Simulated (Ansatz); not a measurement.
Mulliken charges of `O=C=[N][Al]([Cl])[Cl]` from PBE/def2-TZVPP in Ansatz (PBE0-D4/def2-TZVP geometry).

```csv
atom,x (Å),y (Å),z (Å),charge (e)
O1,-1.816,2.046,1.146,-0.155
C2,-1.106,1.243,0.696,0.207
N3,-0.375,0.417,0.233,-0.181
Al4,0.693,-0.784,-0.442,0.488
Cl5,-0.078,-2.574,-1.134,-0.180
Cl6,2.724,-0.412,-0.545,-0.180
```

**Question.** By hand: the dipole of these point charges (1 e Å = 4.8032 D).

**Answer.** Σ q r = (-0.018, 0.020, 0.011) e Å, of length 0.029 e Å = 0.14 D.

**Question.** How does the dipole of the full density compare? (Estimate.)

**Answer.** Ansatz gave: (0.095, -0.108, -0.061) e Å, 0.75 D; the point charges give 0.19 times that, at 179° from its direction, so they point the opposite way.

Point charges leave out the atoms' own dipoles, such as those of lone pairs, and Mulliken's split depends on the basis, so the two needn't agree.
